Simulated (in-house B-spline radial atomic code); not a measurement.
# RPA and G0W0 on HSE06: Cs⁺

Configuration [Kr] 4d10 5s2 5p6, mean-field start HSE06. Computed with a B-spline radial code for spherical atoms: all electrons, scalar-relativistic (spin-free one-electron X2C), finite nucleus, each spin shell either full or empty, empty states to l = 9 with an (l + 1/2)⁻⁴ tail; G0W0 by contour deformation at full frequency.

Spin-orbit coupling, left out, splits p levels strongly here.

Command:
```bash
python run_gw.py task.json out
```
Settings (radii: box in bohr, nucleus in fm):
```
Z                        55
electrons                54
configuration            [Kr] 4d10 5s2 5p6
hamiltonian              x2c
method                   hse06
lmax                     9
rms_radius               4.8041
spin_polarised           False
box_radius               23.78
intervals                70
```

Time taken, with all properties: 6 s on 1 thread of Arm Neoverse N1 (shared host).

Energies (hartree):

| term | value |
| --- | --- |
| mean-field total | -7785.59495 |
| Hartree-Fock functional on these orbitals | -7782.99228 |
| direct second order | -4.7979 |
| second-order exchange | 1.3027 |
| SOSEX correction | 1.2154 |

**Question.** What is the RPA correlation energy, and what remains with SOSEX?

**Answer.** RPA gives -4.2078 hartree (-2.12 eV per electron); RPA + SOSEX gives -2.9924, and the second-order doubles -3.4952 hartree (no singles). SOSEX takes back 29 % of the RPA value.

Quasi-particle levels (eV):

```
level  occupied  mean field  Σx - vxc     Σc  QP weight    G0W0
   5p       yes     -19.703     -3.55      ?          ?       ?
   6s        no      -5.330      2.28  -0.78      0.976  -3.829
```

G0W0 = mean field + (Σx - vxc) + Σc, with Σc (partial-wave tail included) taken at the quasi-particle energy. Only the outer levels were computed. Levels of low weight are left out.

**Question.** Where does G0W0 put 5p?

**Answer.** At -23.799 eV, with Σc = -0.55 eV and a quasi-particle weight of 0.916. The tabulated removal energy is 23.157 eV (NIST, measured); the calculation leaves out spin-orbit coupling, Breit and QED terms, and what these don't explain is the method's own error.
